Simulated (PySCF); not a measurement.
## Mn⁺: excitation energy

Mn⁺ [Ar] 3d5 4s1 (7S) → Mn⁺ [Ar] 3d4 4s1 4p1 (high-spin determinant), as a difference of total energies. Calculation: PySCF 2.14, in x2c-TZVPPall with one added diffuse shell each of s, p, d, f type (7s6p5d3f1g, 80 functions); the spin-free X2C one-electron Hamiltonian (Gaussian nucleus). Correlated levels: valence: [Ar] frozen; valence and next inner shell: [Ne] frozen. The calculations carry no spin-orbit coupling.

```tsv
method	excitation energy (eV)
UHF	9.320
LDA	10.965
PBE	10.657
PBE0	10.462
r2SCAN	10.550
B2PLYP	10.270
MP2 (valence)	10.039
SCS-MP2 (valence)	9.560
MP2 (valence and next inner shell)	10.490
SCS-MP2 (valence and next inner shell)	10.031
```

Q: How much does correlation contribute at MP2 (valence and next inner shell)?

A: 10.490 − (9.320) = 1.170 eV, measured against UHF.

A first-order spin-orbit estimate (lowest level to lowest level, LS coupling) adds -0.094 eV.

The determinant of the upper state mixes LS terms, which raises its energy above the lowest term, most at the Hartree-Fock and MP2 levels.
